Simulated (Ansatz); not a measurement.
Ansatz (a program for electronic structure) input (B3LYP-D3(BJ)/def2-TZVP):

Ansatz 0.2 input:
```yaml
crystal:
  periodic: [false, false, false]
  atoms:
    - {symbol: V, position_ang: [0.06909198, 0.16973552, 0.13936616]}
    - {symbol: O, position_ang: [1.39307476, -0.53930008, -0.78789033]}
    - {symbol: O, position_ang: [-0.58678854, -0.86163692, 1.17060125]}
    - {symbol: O, position_ang: [-1.00492566, 0.91294738, -0.78338862]}
basis:
  gaussian:
    orbitals: def2-TZVP
hamiltonian:
  xc: b3lyp
  dispersion: d3bj
magnetization: {spin_polarized: true, initial_magnetization: 1}
phonons: {temperatures: {t_min: 298.15, t_max: 298.15, t_step: 100}}
```

Output:

```
Functional definition: B3LYP
integrals: 0.06 GiB planned
930 factors; their error is unknown
mean field: 0.70 GiB planned
mean field evaluation 1: about -31813.8949 eV, gradient 7.5e1 eV
mean field evaluation 2: about -31295.2088 eV, gradient 4.0e2 eV
mean field evaluation 4: about -31824.5080 eV, gradient 4.6e1 eV
mean field evaluation 8: about -31831.5126 eV, gradient 4.3e-1 eV
mean field evaluation 16: about -31831.5834 eV, gradient 1.5e-3 eV
mean field evaluation 32: about -31831.5580 eV, gradient 2.4e0 eV
mean field -31831.58336332 eV, -1169.7891123799 hartree, gradient 2.0e-5 eV, S^2 0.772618; 4 other end points of the search recorded, 0 dependent functions left out
the calculation of the forces begins
reference -31831.58358563 eV, -1169.7891205494 hartree; 24, 23 occupied and 114, 115 virtual orbitals, 930 factors
these checks for a lower state are left out or cut short: stability, starts, cluster_reference, orbital_swaps, neighbouring_geometries, increment
integrals: 0.06 GiB planned
930 factors; their error is unknown
mean field: 0.70 GiB planned
mean field -31831.58332117 eV, -1169.7891108308 hartree, gradient 2.1e-6 eV, S^2 0.772548; 0 other end points of the search recorded, 0 dependent functions left out
the calculation of the forces begins
reference -31831.58354348 eV, -1169.7891190006 hartree; 24, 23 occupied and 114, 115 virtual orbitals, 930 factors
these checks for a lower state are left out or cut short: stability, starts, cluster_reference, orbital_swaps, neighbouring_geometries, increment
integrals: 0.06 GiB planned
930 factors; their error is unknown
mean field: 0.70 GiB planned
mean field -31831.58332014 eV, -1169.7891107931 hartree, gradient 2.4e-6 eV, S^2 0.772688; 0 other end points of the search recorded, 0 dependent functions left out
the calculation of the forces begins
reference -31831.58354244 eV, -1169.7891189624 hartree; 24, 23 occupied and 114, 115 virtual orbitals, 930 factors
these checks for a lower state are left out or cut short: stability, starts, cluster_reference, orbital_swaps, neighbouring_geometries, increment
integrals: 0.06 GiB planned
930 factors; their error is unknown
mean field: 0.70 GiB planned
mean field evaluation 64: about -31831.5832 eV, gradient 2.5e-6 eV
mean field -31831.58321093 eV, -1169.7891067795 hartree, gradient 2.5e-6 eV, S^2 0.773015; 0 other end points of the search recorded, 0 dependent functions left out
the calculation of the forces begins
reference -31831.58343323 eV, -1169.7891149488 hartree; 24, 23 occupied and 114, 115 virtual orbitals, 930 factors
these checks for a lower state are left out or cut short: stability, starts, cluster_reference, orbital_swaps, neighbouring_geometries, increment
integrals: 0.06 GiB planned
930 factors; their error is unknown
mean field: 0.70 GiB planned
mean field -31831.58320805 eV, -1169.7891066738 hartree, gradient 2.2e-6 eV, S^2 0.772246; 0 other end points of the search recorded, 0 dependent functions left out
the calculation of the forces begins
reference -31831.58343036 eV, -1169.7891148436 hartree; 24, 23 occupied and 114, 115 virtual orbitals, 930 factors
these checks for a lower state are left out or cut short: stability, starts, cluster_reference, orbital_swaps, neighbouring_geometries, increment
integrals: 0.06 GiB planned
930 factors; their error is unknown
mean field: 0.70 GiB planned
mean field -31831.58332513 eV, -1169.7891109763 hartree, gradient 2.0e-6 eV, S^2 0.772760; 0 other end points of the search recorded, 0 dependent functions left out
the calculation of the forces begins
reference -31831.58354741 eV, -1169.7891191452 hartree; 24, 23 occupied and 114, 115 virtual orbitals, 930 factors
these checks for a lower state are left out or cut short: stability, starts, cluster_reference, orbital_swaps, neighbouring_geometries, increment
integrals: 0.06 GiB planned
930 factors; their error is unknown
mean field: 0.70 GiB planned
mean field -31831.58334806 eV, -1169.7891118191 hartree, gradient 2.8e-6 eV, S^2 0.772476; 0 other end points of the search recorded, 0 dependent functions left out
the calculation of the forces begins
reference -31831.58357039 eV, -1169.7891199894 hartree; 24, 23 occupied and 114, 115 virtual orbitals, 930 factors
these checks for a lower state are left out or cut short: stability, starts, cluster_reference, orbital_swaps, neighbouring_geometries, increment
integrals: 0.06 GiB planned
930 factors; their error is unknown
mean field: 0.70 GiB planned
mean field -31831.58336219 eV, -1169.7891123383 hartree, gradient 2.1e-6 eV, S^2 0.772476; 0 other end points of the search recorded, 0 dependent functions left out
the calculation of the forces begins
reference -31831.58358452 eV, -1169.7891205087 hartree; 24, 23 occupied and 114, 115 virtual orbitals, 930 factors
these checks for a lower state are left out or cut short: stability, starts, cluster_reference, orbital_swaps, neighbouring_geometries, increment
integrals: 0.06 GiB planned
930 factors; their error is unknown
mean field: 0.70 GiB planned
mean field evaluation 96: about -31831.5833 eV, gradient 1.3e-4 eV
mean field -31831.58332950 eV, -1169.7891111372 hartree, gradient 2.0e-6 eV, S^2 0.772759; 0 other end points of the search recorded, 0 dependent functions left out
the calculation of the forces begins
reference -31831.58355179 eV, -1169.7891193059 hartree; 24, 23 occupied and 114, 115 virtual orbitals, 930 factors
these checks for a lower state are left out or cut short: stability, starts, cluster_reference, orbital_swaps, neighbouring_geometries, increment
integrals: 0.06 GiB planned
930 factors; their error is unknown
mean field: 0.70 GiB planned
mean field -31831.58332133 eV, -1169.7891108368 hartree, gradient 1.8e-6 eV, S^2 0.772487; 0 other end points of the search recorded, 0 dependent functions left out
the calculation of the forces begins
reference -31831.58354363 eV, -1169.7891190061 hartree; 24, 23 occupied and 114, 115 virtual orbitals, 930 factors
these checks for a lower state are left out or cut short: stability, starts, cluster_reference, orbital_swaps, neighbouring_geometries, increment
integrals: 0.06 GiB planned
930 factors; their error is unknown
mean field: 0.70 GiB planned
mean field -31831.58333820 eV, -1169.7891114568 hartree, gradient 2.8e-6 eV, S^2 0.772750; 0 other end points of the search recorded, 0 dependent functions left out
the calculation of the forces begins
reference -31831.58356051 eV, -1169.7891196266 hartree; 24, 23 occupied and 114, 115 virtual orbitals, 930 factors
these checks for a lower state are left out or cut short: stability, starts, cluster_reference, orbital_swaps, neighbouring_geometries, increment
integrals: 0.06 GiB planned
930 factors; their error is unknown
mean field: 0.70 GiB planned
mean field -31831.58329366 eV, -1169.7891098198 hartree, gradient 2.7e-6 eV, S^2 0.772415; 0 other end points of the search recorded, 0 dependent functions left out
the calculation of the forces begins
reference -31831.58351594 eV, -1169.7891179887 hartree; 24, 23 occupied and 114, 115 virtual orbitals, 930 factors
these checks for a lower state are left out or cut short: stability, starts, cluster_reference, orbital_swaps, neighbouring_geometries, increment
integrals: 0.06 GiB planned
930 factors; their error is unknown
mean field: 0.70 GiB planned
mean field -31831.58331493 eV, -1169.7891106016 hartree, gradient 2.7e-6 eV, S^2 0.772826; 0 other end points of the search recorded, 0 dependent functions left out
the calculation of the forces begins
reference -31831.58353725 eV, -1169.7891187718 hartree; 24, 23 occupied and 114, 115 virtual orbitals, 930 factors
these checks for a lower state are left out or cut short: stability, starts, cluster_reference, orbital_swaps, neighbouring_geometries, increment
integrals: 0.06 GiB planned
930 factors; their error is unknown
mean field: 0.70 GiB planned
mean field evaluation 128: about -31831.5833 eV, gradient 1.8e-6 eV
mean field -31831.58332353 eV, -1169.7891109175 hartree, gradient 1.8e-6 eV, S^2 0.772792; 0 other end points of the search recorded, 0 dependent functions left out
the calculation of the forces begins
reference -31831.58354586 eV, -1169.7891190881 hartree; 24, 23 occupied and 114, 115 virtual orbitals, 930 factors
these checks for a lower state are left out or cut short: stability, starts, cluster_reference, orbital_swaps, neighbouring_geometries, increment
integrals: 0.06 GiB planned
930 factors; their error is unknown
mean field: 0.70 GiB planned
mean field -31831.58328396 eV, -1169.7891094635 hartree, gradient 1.7e-6 eV, S^2 0.772447; 0 other end points of the search recorded, 0 dependent functions left out
the calculation of the forces begins
reference -31831.58350624 eV, -1169.7891176320 hartree; 24, 23 occupied and 114, 115 virtual orbitals, 930 factors
Total energy: -31831.70367418 eV, -1169.7935337225 hartree
Atom 0 at     0.069092     0.169736     0.139366 Å, force     0.000171    -0.000092    -0.000120 eV/Å
Atom 1 at     1.393075    -0.539300    -0.787890 Å, force    -0.000138     0.000083     0.000105 eV/Å
Atom 2 at    -0.586789    -0.861637     1.170601 Å, force     0.000004    -0.000084     0.000105 eV/Å
Atom 3 at    -1.004926     0.912947    -0.783389 Å, force    -0.000037     0.000093    -0.000090 eV/Å
Dipole moment:     0.434822     0.492406     0.354148 e Å
Vibrations: 167.60 221.12 330.92 639.99 989.78 1007.14 cm⁻¹, zero-point energy 0.208080 eV
```

The spin state was set by rule; other spins were not relaxed.
